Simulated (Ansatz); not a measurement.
Ansatz results at the PBE0-D4/def2-TZVP geometry: size of the dipole moment (ωB97M-V/def2-TZVPP) 2.76 D; HOMO–LUMO gap (B3LYP/def2-TZVPP) 6.99 eV; HOMO energy (PBE/def2-TZVPP) -6.72 eV.

Each molecule was computed in one conformer, which needn't be the lowest.

(1) Which molecule gave them?
A. `O[SiH2]O[SiH](F)F`
B. `C[SiH2]S[SiH2]F`
C. `[OH][GeH2][SiH](O)F`
D. `O[SiH](O)C[SiH](F)F`

Answers

(1) C. The others give `O[SiH](O)C[SiH](F)F`: 2.84, 8.58, -7.32; `C[SiH2]S[SiH2]F`: 0.97, 7.32, -6.55; `O[SiH2]O[SiH](F)F`: 2.44, 9.00, -7.75.

B3LYP here is the variant with VWN-RPA as its local correlation; programs differ in this.
